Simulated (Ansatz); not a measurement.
Consider the ligand exchange at the Si–O bond: `S[SiH2][O][GeH3]` + CH₃NH₂ → `CN[SiH2]S` + `[OH][GeH3]`.

Computed with Ansatz on PBE0-D4/def2-TZVP structures; ΔE is electronic, products minus reactants. CCSD(T)/CBS adds triple-zeta CCSD(T) − MP2 to the extrapolated MP2 energy (def2 sets, frozen cores). DFT in def2-TZVPP. HSE06 is defined as in plane-wave codes. For Ge outer-core shells are correlated without core-valence functions, which leaves a few kJ/mol of doubt a bond. Scalar relativity is left out up to krypton. One conformer a species, not always the lowest.

```
             level  ΔE (kJ/mol)
           BLYP-D4         62.5
          PBE-QIDH         62.7
           r2SCAN0         63.9
             HSE06         58.3
           LC-ωPBE         59.2
RPA@PBE/def2-TZVPP         66.3
     CCSD/def2-SVP         65.7
  CCSD(T)/def2-SVP         65.4
```

(1) What does CCSD(T)/CBS give? (Estimate.)

(2) What do rigid-rotor, harmonic-oscillator terms from PBE0-D4/def2-TZVP frequencies (298.15 K, 1 bar) make of the CCSD(T)/CBS value? (Estimate.)

Largest T1 diagnostic among the species: 0.012.

## Answers

(1) Computed: +64.8 kJ/mol. The listed levels differ from it by -2.3, -2.1, -0.9, -6.5, -5.6, 1.5, 0.9, 0.6 kJ/mol.

(2) The calculation gave: ΔZPE = -3.6 kJ/mol, ΔH = +61.4 kJ/mol, ΔS = 3 J/(mol·K), ΔG = +60.6 kJ/mol. Modes under 50 cm⁻¹ make the entropy rough.

From BLYP to BHLYP (50 % exact exchange), in def2-TZVPP and without D4, ΔE moves by +5.8 kJ/mol. Leaving LDA and LC-ωPBE aside and taking each functional with its dispersion term where it has one, the values, not all of them listed here, spread over 14.3 kJ/mol, from revPBE-D4 to BHLYP-D4. LDA lies −3.1 kJ/mol from PBE without D4.

CCSD(T)/CBS has its own doubt, a few kJ/mol and more with outer-core shells, so smaller differences from it don't rank the levels.
